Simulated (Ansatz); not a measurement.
**Abstraction of F: SiH(CH3)F2 + C2H2N → SiH(CH3)F + C2H2FN**

Species: SiH(CH3)F2, singlet; C2H2N `[CH2]C#N`, doublet; SiH(CH3)F, doublet; C2H2FN (fluoroacetonitrile) `N#CCF`, singlet. A radical takes F: the energy is the difference in strength between the Si–F bond broken and the C–F bond made.

Shapes, held fixed at every level: PBE0-D4/def2-TZVP. Programs: Ansatz 0.2.0. The zero-point and thermal change to 298 K, harmonic and unscaled (PBE0-D4/def2-TZVP), is +6.8 kJ/mol.

Task: Estimate ΔH(298 K) of this reaction.

Result: B2PLYP/def2-TZVPP gives ΔH(298 K) = +264.7 kJ/mol; the levels span +241.9 to +296.7. The median of the levels is +264.7. No measured value is set beside it here. Spin contamination: C2H2N (⟨S²⟩ up to 0.93). Open shells run unrestricted unless RO is named.

```json
{"level": "HF/def2-TZVPP", "kind": "Hartree–Fock", "ΔH(298 K) (kJ/mol)": "+296.7"}
{"level": "SPW92/def2-TZVPP", "kind": "LDA", "ΔH(298 K) (kJ/mol)": "+241.9"}
{"level": "PBE-D4/def2-TZVPP", "kind": "GGA", "ΔH(298 K) (kJ/mol)": "+245.2"}
{"level": "B3LYP-D4/def2-TZVPP", "kind": "global hybrid", "ΔH(298 K) (kJ/mol)": "+266.4"}
{"level": "PBE0-D4/def2-TZVPP", "kind": "global hybrid", "ΔH(298 K) (kJ/mol)": "+255.4"}
{"level": "r2SCAN0-D4/def2-TZVPP", "kind": "global hybrid", "ΔH(298 K) (kJ/mol)": "+278.6"}
{"level": "B2PLYP/def2-TZVPP", "kind": "double hybrid", "ΔH(298 K) (kJ/mol)": "+264.7"}
```
